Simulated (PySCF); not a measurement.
SMILES [GaH]([Br])[Br] (HBr₂Ga), singlet, PBE0/def2-SVP optimised geometry.

```
4

Ga    -0.63     0.36     0.00
H     -1.45     1.68     0.00
Br    -1.64    -1.68     0.00
Br     1.64     0.36     0.00
```

Density from PBE0/def2-TZVP (PySCF 2.14.0) at that geometry.

Minimum of the electron density along straight lines between bonded atoms, close to the bond critical point (lines longer than 1.1 times the sum of covalent radii, or with two minima, are not listed):

```csv
bond,length / Å,ρ at the minimum / e bohr⁻³,∇²ρ there / e bohr⁻⁵,position (fraction from the first atom)
Ga1–H2,1.551,0.120,0.12,0.60
Ga1–Br3,2.278,0.088,0.16,0.43
Ga1–Br4,2.278,0.088,0.16,0.43
```
